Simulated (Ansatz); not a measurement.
Isolated molecules relaxed with PBE0-D4/def2-TZVP in Ansatz; ΔE leaves out vibrations. CCSD(T)/CBS adds triple-zeta CCSD(T) − MP2 to the extrapolated MP2 energy (def2 sets, frozen cores). This one scheme is used for every species. Functionals use def2-TZVPP. B3LYP here is the variant with VWN-RPA as its local correlation; programs differ in this. Each species was taken in one conformer, which may not be the lowest.

Reaction (substitution at a C–B bond): `CB(S)S` + `[OH][Al]([F])[SH]` → `C[O][Al]([F])[SH]` + `SBS`

| level | ΔE (kJ/mol) | difference from CCSD(T)/CBS |
| --- | --- | --- |
| PBE-D4 | 100.9 | -4.5 |
| r2SCAN-D4 | 103.3 | -2.1 |
| PBE0-D4 | 102.7 | -2.7 |
| ωB97X-V | 96.8 | -8.6 |
| PBE0 | 100.4 | -5.0 |
| B3LYP | 90.6 | -14.8 |
| HF/def2-TZVPP | 84.5 | -20.9 |
| SCS-MP2/def2-TZVPP | 99.9 | -5.5 |
| CCSD(T)/def2-TZVPP | 101.2 | -4.2 |
| HF/CBS(def2) | 84.1 | -21.3 |
| CCSD(T)/CBS | 105.4 | 0 |

Largest T1 diagnostic among the species: 0.014.

The D4 term adds +4.5 kJ/mol with B3LYP and +2.3 kJ/mol with PBE0; it sums over pairs of atoms, weighted by their polarisabilities, and B3LYP, whose exchange is more repulsive, gets the larger term. In def2-TZVPP, CCSD(T) changes the Hartree–Fock value by +16.7 kJ/mol (the triples alone add +1.8 kJ/mol) and MP2 by +24.9 kJ/mol.
